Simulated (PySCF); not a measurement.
# Which basis set comes closest?

Molecule: CF3C(O)CH3 (CC(=O)C(F)(F)F, C₃H₃F₃O).

Geometry:
| atom | x (Å) | y (Å) | z (Å) |
| --- | --- | --- | --- |
| C1 | 1.167 | 0.056 | -0.604 |
| C2 | 0.280 | 0.161 | 0.597 |
| O3 | 0.636 | 0.434 | 1.708 |
| C4 | -1.218 | -0.115 | 0.328 |
| F5 | -1.369 | -1.347 | -0.171 |
| F6 | -1.941 | -0.008 | 1.424 |
| F7 | -1.681 | 0.751 | -0.579 |
| H8 | 2.199 | 0.293 | -0.319 |
| H9 | 1.111 | -0.962 | -1.020 |
| H10 | 0.818 | 0.743 | -1.389 |

Geometry PBE0-D3(BJ)/def2-SVP throughout; GIAO in PySCF 2.14.0 with density-fitted response routines, gas phase, one conformer, non-relativistic; equivalent atoms averaged; functional PBE0.

Reference values (measured; G. Saielli, R. Bini, A. Bagno, Computational 19F NMR. 2. Organic compounds, RSC Adv. 2014, ESI (exp. from Berger-Braun-Kalinowski 1994 and Everett 1995)): δ(F5/F6/F7) = -80.5 ppm vs CFCl3. Computed shifts are taken against CFCl3, calculated as an isolated molecule at each level.

Task: How do the basis sets STO-3G, pcSseg-0, 6-31G, 6-31G*, cc-pVDZ, def2-SVP, pcSseg-1, aug-cc-pVDZ, 6-311+G(2d,p), def2-TZVP, cc-pVTZ, IGLO-III, pcSseg-2 perform against the reference? Times are CPU seconds on shared hosts with different chips, so compare them loosely.

Result: 
```
    basis set  functions  F5/F6/F7  abs. error F  core-s
       STO-3G         38     -94.2          13.7     2.6
     pcSseg-0         69     -96.9          16.4       5
        6-31G         69    -103.4          22.9     5.6
       6-31G*        104     -92.9          12.4     7.6
      cc-pVDZ        113     -89.5           9.0     7.8
     def2-SVP        113     -77.8           2.7     7.6
     pcSseg-1        134     -94.5          14.0     9.9
  aug-cc-pVDZ        188     -86.2           5.7      17
6-311+G(2d,p)        207     -92.4          11.9      18
    def2-TZVP        235     -89.8           9.3      22
      cc-pVTZ        252     -90.0           9.5      24
     IGLO-III        275     -90.7          10.2      27
     pcSseg-2        294     -91.3          10.8      30
```

For ¹⁹F the closest is def2-SVP (2.7 ppm) and the furthest 6-31G (22.9 ppm). Where a smaller basis beats a larger one, errors probably cancel; the largest sets show where the functional converges. One molecule is a small sample, and vibrational and solvent effects are absent from the calculation.

A small basis that lands close on one nucleus may do so by chance; judge by the trend and by all nuclei.
